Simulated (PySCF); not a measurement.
F2Mg, charge -1, doublet, geometry from GFN2-xTB (such geometries of metal compounds can be far from the true shape) (a state made from the parent by changing its charge; the spin is typed, not shown lowest) (in this run its highest filled SCF level lies above zero, so its values depend strongly on the basis, on diffuse functions most of all); PySCF with R2SCAN/def2-SVPD.

Here is a job for PySCF.
```python
from pyscf import gto, scf, dft

mol = gto.Mole()
mol.atom = '''
    Mg    0.00000000    0.00000000    0.00000000
    F     0.00000000    0.00000000    1.79816197
    F    -0.00000000   -0.00000000   -1.79816197
'''
mol.basis = 'def2-svpd'
mol.charge = -1
mol.spin = 1
mol.verbose = 4
mol.build()

mf = dft.UKS(mol)
mf.xc = 'r2scan'
mf.grids.atom_grid = (99, 590)
mf.grids.prune = None
mf.kernel()
```

It wrote (shortened):

```
PySCF version 2.14.0

[INPUT] verbose = 4
[INPUT] num. atoms = 3
[INPUT] num. electrons = 31
[INPUT] charge = -1
[INPUT] spin (= nelec alpha-beta = 2S) = 1
[INPUT] symmetry False subgroup None
[INPUT] Mole.unit = angstrom
[INPUT] Symbol           X                Y                Z      unit          X                Y                Z       unit  Magmom
[INPUT]  1 Mg     0.000000000000   0.000000000000   0.000000000000 AA    0.000000000000   0.000000000000   0.000000000000 Bohr   0.0
[INPUT]  2 F      0.000000000000   0.000000000000   1.798161970000 AA    0.000000000000   0.000000000000   3.398033650908 Bohr   0.0
[INPUT]  3 F      0.000000000000   0.000000000000  -1.798161970000 AA    0.000000000000   0.000000000000  -3.398033650908 Bohr   0.0

nuclear repulsion = 75.4848322150757
number of shells = 27
number of NR pGTOs = 105
number of NR cGTOs = 67
basis = def2-svpd
ecp = {}

******** <class 'pyscf.dft.uks.UKS'> ********
method = UKS
initial guess = minao
damping factor = 0
level_shift factor = 0
DIIS = <class 'pyscf.scf.diis.CDIIS'>
diis_start_cycle = 1
diis_space = 8
diis_damp = 0
SCF conv_tol = 1e-09
SCF conv_tol_grad = None
SCF max_cycles = 50
direct_scf = True
direct_scf_tol = 1e-13
number electrons alpha = 16  beta = 15
XC library pyscf.dft.libxc version 7.1.2
    S. Lehtola, C. Steigemann, M. J. T. Oliveira, and M. A. L. Marques,  SoftwareX 7, 1–5 (2018)
XC functionals = r2scan
    J. W. Furness, A. D. Kaplan, J. Ning, J. P. Perdew, and J. Sun,  J. Phys. Chem. Lett. 11, 8208–8215 (2020)
    J. W. Furness, A. D. Kaplan, J. Ning, J. P. Perdew, and J. Sun,  J. Phys. Chem. Lett. 11, 9248–9248 (2020)
    J. W. Furness, A. D. Kaplan, J. Ning, J. P. Perdew, and J. Sun,  J. Phys. Chem. Lett. 11, 8208–8215 (2020)
    J. W. Furness, A. D. Kaplan, J. Ning, J. P. Perdew, and J. Sun,  J. Phys. Chem. Lett. 11, 9248–9248 (2020)
radial grids:
    Treutler-Ahlrichs [JCP 102, 346 (1995); DOI:10.1063/1.469408] (M4) radial grids

becke partition: Becke, JCP 88, 2547 (1988); DOI:10.1063/1.454033
pruning grids: None
grids dens level: 3
symmetrized grids: False
atomic radii adjust function: <function treutler_atomic_radii_adjust>
User specified grid scheme (99, 590)
small_rho_cutoff = 0
Set gradient conv threshold to 3.16228e-05
tot grids = 175232
init E= -399.396487151871

cycle= 1 E= -399.39362322035  delta_E= 0.00286  |g|= 0.703  |ddm|= 1.22

cycle= 2 E= -397.245081952581  delta_E= 2.15  |g|=  2.4  |ddm|= 3.26
cycle= 3 E= -399.591236389181  delta_E= -2.35  |g|= 0.0321  |ddm|= 2.33
cycle= 4 E= -399.592095773695  delta_E= -0.000859  |g|= 0.0267  |ddm|= 0.333
cycle= 5 E= -399.592385764501  delta_E= -0.00029  |g|= 0.00374  |ddm|= 0.0673
cycle= 6 E= -399.592394170909  delta_E= -8.41e-06  |g|= 0.000521  |ddm|= 0.0209
cycle= 7 E= -399.592394692417  delta_E= -5.22e-07  |g|= 0.000187  |ddm|= 0.0125
cycle= 8 E= -399.592394719135  delta_E= -2.67e-08  |g|= 3.07e-05  |ddm|= 0.00174
cycle= 9 E= -399.592394720073  delta_E= -9.38e-10  |g|= 1.28e-05  |ddm|= 0.000108
Extra cycle  E= -399.592394719942  delta_E= 1.3e-10  |g|= 2.45e-05  |ddm|= 6.5e-05
converged SCF energy = -399.592394719942  <S^2> = 0.75196508  2S+1 = 2.0019641
```
